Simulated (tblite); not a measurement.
Compound: C5H8P2Si.
Bonds: C1–C2, C2–C3 (aromatic), C3–P4 (aromatic), P4–C5 (aromatic), C5–P6 (aromatic), P6–C7 (aromatic), C7–Si8, C2–C7 (aromatic). Hydrogens: H9, H10, H11 on C1; H12 on C3; H13 on C5; H14, H15, H16 on Si8.

The geometry is computed with GFN2-xTB (gas phase).

Problem. What internal coordinates does the optimisation give?

Solution. 
```csv
bond,length (Å)
C1–C2,1.505
C2–C3,1.387
C3–P4,1.732
P4–C5,1.726
C5–P6,1.726
P6–C7,1.747
C7–Si8,1.898
C2–C7,1.394
"C1–H9, C1–H10, C1–H11",1.088
C3–H12,1.086
C5–H13,1.087
"Si8–H14, Si8–H15, Si8–H16",1.465
```

Bonds in one row agree within 0.01 Å and their mean is given. A selection of angles:
```csv
angle,degrees
C1–C2–C3,116.6
C1–C2–C7,117.8
C3–C2–C7,125.6
C2–C3–P4,130.4
C3–P4–C5,102.4
P4–C5–P6,130.5
C5–P6–C7,105.2
P6–C7–Si8,112.5
C2–C7–P6,126.0
C2–C7–Si8,121.6
```

The 6-membered ring C2–C3–P4–C5–P6–C7 has internal angles of 102.4° to 130.5° (sum 720°, against 720° for a flat polygon); it is planar, 0.00 Å rms from its mean plane, widest ring torsion 0°. Si8 (SiH3 silicon) is tetrahedral (angles from 107.8° to 110.4°). The 8 heavy atoms lie in one plane (0.006 Å rms). Of the pairs four or more bonds apart, Si8···H9 is among the closest relative to their van der Waals radii: 2.88 Å, 87 % of the sum of Bondi's values. The 4 C–P bonds span 1.726 Å (P4–C5, aromatic) to 1.747 Å (P6–C7, aromatic), a spread of 0.021 Å. The 3 C–C bonds span 1.387 Å (C2–C3, aromatic) to 1.505 Å (C1–C2, drawn single), a spread of 0.118 Å.

Point group: near Cs, missed by 0.23 Å at most; the miss may be what the optimiser left on a soft mode. Its GFN2-xTB frequencies are all real (lowest 68 cm⁻¹).
